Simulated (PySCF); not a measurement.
Two species compared at the same levels of theory.

First species: C6H4S.
Geometry (PBE0-D3(BJ)/def2-SVP, Å), atoms numbered from 1 in this order:
```
atom  x, y, z in Å
C1     3.1073    0.0397   -0.2086
C2     1.8941    0.0679   -0.1661
C3     0.4822    0.1088   -0.1158
C4    -0.4172   -0.9107   -0.3634
C5    -1.7662   -0.5015   -0.2192
C6    -1.8790    0.8197    0.1349
S7    -0.3511    1.5753    0.2957
H8     4.1804    0.0115   -0.2472
H9    -0.0974   -1.9155   -0.6393
H10   -2.6242   -1.1572   -0.3712
H11   -2.7903    1.3902    0.3106
```

Second species: C5H12N (charge +1).
SMILES: `CC[NH+]1CCC1`

Levels: B3LYP/def2-SVPD for HOMO energy, LUMO energy, HOMO–LUMO gap, static isotropic polarisability and electronic spatial extent ⟨r²⟩ about the centre of nuclear charge; TDDFT B3LYP/def2-SVPD for lowest singlet excitation; TDA B3LYP/def2-SVPD for lowest triplet excitation (Tamm–Dancoff); ΔSCF B3LYP/def2-SVPD for vertical ionisation energy; PBE0-D3(BJ)/def2-SVP for rotational constant A and rotational constant C. Geometries: PBE0-D3(BJ)/def2-SVP. Each structure is a single optimised conformer of the isolated species, non-relativistic unless stated. Electronic properties by PySCF.

The conformers computed, where there is a choice (atom-mapped SMILES and torsion angles):
- `[CH3:1][CH2:2][NH+:3]1[CH2:4][CH2:5][CH2:6]1`: C1–C2–N3–C4 -70°

Problem. Which of the two has the higher HOMO–LUMO gap, and by how much?

Solution. The second: 9.79 eV against 4.97 eV, a difference of 4.82 eV.

Problem. Which of the two has the higher LUMO energy, and by how much?

Solution. The first: -1.45 eV against -4.52 eV, a difference of 3.07 eV.

Problem. Which of the two has the higher T1 energy, and by how much?

Solution. The second: 8.61 eV against 3.10 eV, a difference of 5.51 eV.

Problem. Which has the higher vertical ionisation energy?

Solution. The second: 16.43 eV against 8.40 eV, a difference of 8.03 eV.

Problem. Which has the higher static isotropic polarisability?

Solution. The first: 91.0 au against 61.6 au, a difference of 29.4 au.

Problem. Which of the two has the higher rotational constant A, and by how much?

Solution. The second: 8.129 GHz against 5.407 GHz, a difference of 2.722 GHz.

Problem. Which has the higher S1 energy?

Solution. The second: 8.78 eV against 4.68 eV, a difference of 4.10 eV.

Problem. Which has the higher HOMO energy?

Solution. The first: -6.42 eV against -14.31 eV, a difference of 7.89 eV.

On the first: The ΔSCF ionisation energy exceeds −ε(HOMO) by 1.98 eV with B3LYP. The vertical singlet–triplet gap S1 − T1 is 1.58 eV (TDDFT singlet less Tamm–Dancoff triplet; S1: HOMO→LUMO, weight 0.92; T1: HOMO→LUMO, weight 0.96).

On the second: S1 lies 1.01 eV below the HOMO–LUMO gap; its leading configuration is HOMO→LUMO, weight 0.97. The principal polarisabilities are 53.9, 59.7 and 71.2 au; their mean is the isotropic value.
